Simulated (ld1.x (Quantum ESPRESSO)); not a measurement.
**magnesium: one change to a TM potential, before and after**

| Item | Value |
| --- | --- |
| Element | Mg (Z = 12) |
| Generator | ld1.x (Quantum ESPRESSO) 7.5 |
| Type | norm-conserving Troullier–Martins (Kleinman–Bylander form) |
| Functional | PBE |
| Relativity | non-relativistic |
| Frozen core | [Ne] |
| Valence charge | 2 |
| Reference configuration | 3s2 3p0 |
| Partial waves | 3s (bound): rc 2.00 bohr; 3p (bound, empty): rc 3.95 bohr; 3d channel at 0.2 Ry: rc 3.80 bohr |
| Local potential | the d channel |
| Core correction | none |

All-electron outer shells of the reference configuration (PBE, non-relativistic, ld1.x):

```tsv
shell	level (eV)	outermost node (bohr)	outermost maximum (bohr)
2p	-46.66	–	0.48
3s	-4.70	0.90	2.56
3p	-1.34	0.96	3.46
```

Change: wave 3p (bound): rc 3.95 bohr becomes 3p (bound): rc 3.06 bohr.

Cutoffs: the cutoffs (Ry, on a coarse ladder) from which the occupation-weighted sum of valence levels, in a spherical-Bessel basis at the reference potential, stays within 10 and 1 mRy of its value at 400 Ry; they do not see the model core or the augmentation charge, which bear on the density cutoff. Errors are all-electron minus pseudo energies relative to the spin-unpolarised reference configuration.

**Question.** Predict the effect on cutoff, ghosts and configuration errors.

**Answer.** The potential gets neither clearly harder nor softer (6 Ry and 18 Ry → 6 Ry and 18 Ry); the errors of the 5 common tests hardly move; neither file shows a bound ghost.

| quantity | base | changed |
| --- | --- | --- |
| cutoff, loose | 6 Ry | 6 Ry |
| cutoff, tight | 18 Ry | 18 Ry |
| bound ghosts | none | none |
| error for 3s1 3p0, meV [ΔE 7.95 eV] | +11 | +11 |
| error for 3s1.5 3p0, meV [ΔE 3.14 eV] | +0.9 | +0.9 |
| error for 3s1 3p1, meV [ΔE 3.48 eV] | +13 | +12 |
| error for 3s0 3p1, meV [ΔE 12.29 eV] | +112 | +109 |
| error for 3s0 3p2, meV [ΔE 7.15 eV] | +72 | +69 |
